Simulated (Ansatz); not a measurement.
Stepwise reaction of `N[Si](N)(Cl)Br` with hydrogen fluoride, as a gas-phase model of exchange steps in deposition or etching. ΔE in kJ/mol; ΔG adds harmonic PBE0-D4 terms to CCSD(T)/CBS, at 1 bar.

Gas-phase electronic energies from Ansatz, PBE0-D4/def2-TZVP geometries. CBS: MP2 limit from def2 TZ/QZ plus the TZ coupled-cluster correction, frozen cores. This one scheme is used for every species. DFT in def2-TZVPP. B3LYP here is the variant with VWN-RPA as its local correlation; programs differ in this. For Br outer-core shells are correlated without core-valence functions, which leaves a few kJ/mol of doubt a bond. Scalar relativity is left out up to krypton. One conformer a species, not always the lowest.

```tsv
step	reaction	PBE-D4	B3LYP-D4	ωB97M-V	CCSD(T)/CBS	ΔG(500 K)
1	`N[Si](N)(Cl)Br` + H–F → `N[Si](F)(Cl)Br` + NH₃	-67.1	-72.6	-73.0	-68.9	-74.0
2	`N[Si](F)(Cl)Br` + H–F → `F[Si](F)(Cl)Br` + NH₃	-67.5	-70.9	-70.6	-69.0	-63.3
```

Q: By hand: ΔE of the 2 steps together at CCSD(T)/CBS.

A: (-68.9) + (-69.0) = -137.9 kJ/mol, or -69.0 kJ/mol a step.

In ΔE the steps differ by no more than 0.1 kJ/mol. All are downhill at CCSD(T)/CBS. ΔG lies between -74.0 and -63.3 kJ/mol a step. PBE-D4 differs from CCSD(T)/CBS by 1.5 to 1.8 kJ/mol a step. Isolated molecules leave out the surface, adducts and barriers. Largest T1 diagnostic: 0.010.
